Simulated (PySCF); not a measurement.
**Polarisability and C₆ of Os (osmium, neutral)**

[Xe] 4f14 5d8, high-spin 3F determinant (an excited configuration). Computed with PySCF 2.14 in aug-cc-pVTZ-PP with ECP60MDF (6s6p5d3f2g, 88 functions), with a scalar-relativistic core potential. Coupled (time-dependent) response in atomic units; α is the mean over directions.

```csv
method,mean α (bohr³),C₆ (like pair),S(−4)
B97-3,45.71,395.1,1973
PBEsol,50.49,443.9,2585
```

S(−4) is the Cauchy moment in α(ω) = α(0) + S(−4) ω² + …

Spin-orbit coupling is absent.

α(iu) at B97-3:

| u (hartree) | α(iu) (bohr³) |
| --- | --- |
| 0 | 45.71 |
| 0.0500 | 41.57 |
| 0.100 | 34.34 |
| 0.200 | 24.30 |
| 0.300 | 18.90 |
| 0.500 | 12.84 |
| 0.750 | 8.697 |
| 1.00 | 6.313 |
| 1.50 | 3.806 |
| 2.00 | 2.557 |
| 3.00 | 1.381 |
| 5.00 | 0.5821 |

Energies and moments cover only the electrons outside the core potential. Spin-orbit coupling, absent here, splits the open shell strongly.
